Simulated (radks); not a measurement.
Results of a calculation; reference values are marked as such.
Fractional charge and spin in the 5p shell of rhenium: the spin-up occupation runs from 2 to 3 and the spin-down occupation from 2 to 3; the fullest corner is Re3+, [Kr] 4d10 4f14 5s2 5d(up 2, down 2) 5p(up 3, down 3). Code: a radial shooting solver on a logarithmic mesh with Libxc functionals. Model: scalar-relativistic Kohn-Sham, PBE, spin-polarised, spherical densities, point nucleus. Energy (eV) minus the two flat planes that join the four corners (they meet along the diagonal where the two added fractions sum to one electron); zero is where a piecewise linear energy would lie.

down \ up       2    2.25     2.5    2.75       3
2           0.000  -1.552  -2.062  -1.541   0.000
2.25       -1.552  -1.999  -1.417   0.184  -1.469
2.5        -2.062  -1.417   0.246  -1.348  -1.949
2.75       -1.541   0.184  -1.348  -1.889  -1.455
3           0.000  -1.469  -1.949  -1.455   0.000

Corners above the fullest one (they belong to Re4+ and the next ion): (up 3, down 2) 84.196 eV, (up 2, down 3) 84.196 eV, (up 2, down 2) 185.43 eV. With half an added electron in each spin the energy lies 0.246 eV from the planes, and with half an added electron in spin up alone -2.062 eV. The planes are only a guide here: the flat-plane condition holds for ground states with one frontier orbital, while this shell lies below other occupied shells, so the corners above the fullest one are inner-hole states and not the ground states of those ions.
